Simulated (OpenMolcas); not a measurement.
W4+ among 5 point charges of -1 e arranged as a square pyramid (C4v), 2.35 Å from the ion, with the axial distance 2.068 Å.
```
   2.3500    0.0000    0.0000  -1.00
   0.0000    2.3500    0.0000  -1.00
  -2.3500    0.0000    0.0000  -1.00
   0.0000   -2.3500    0.0000  -1.00
   0.0000    0.0000    2.0680  -1.00
```

```yaml
Program: OpenMolcas
Method: CASSCF
Basis: ANO-RCC-VDZP [7s6p4d2f1g]
Scalar_Hamiltonian: DKH2, point nucleus
Active_space: 2 electrons in 5 orbitals (5d)
State_averaging: 2S+1 = 3 even, 10 roots; 2S+1 = 1 even, 15 roots
Spin-orbit_coupling: state interaction with AMFI integrals over the reference wave functions
```

Problem. What is the spin-free ground state?

Solution. A state of multiplicity 3, 1-fold in its orbital part, 97 % from free-ion F terms; it has the highest spin that d2 allows.

Problem. Where is the first state of the same spin?

Solution. A 2-fold state lies at 1000 cm-1 above the ground state.

Problem. What are the lowest two levels with spin-orbit coupling?

Solution. A 1-fold level, then a 1-fold level 715.4 cm-1 above it. Their leading multiplicities are 3 (94 %) and 3 (91 %).

Problem. What is χT at 300 K, and how does it compare with the textbook value?

Solution. The lowest level has 2S+1 = 3, for which the spin-only value is χT = S(S+1) / 2 = 1.000 cm3 K/mol (g = 2). The computed 0.124 at 300 K differs by -0.876, through orbital momentum, spin-orbit coupling and any other state in reach.

Spin-orbit coupling mixes the spin-free states strongly: the lowest level takes only 45 % from its leading state, 2S+1 = 3. Without dynamic correlation the repulsion within the d shell is too large (B by tens of per cent), so at a given field states of lower spin stand too high. This is an electrostatic model: the charges have no orbitals. An unlabelled pair can be two single states that coincide in this model. No measured value stands beside these numbers.
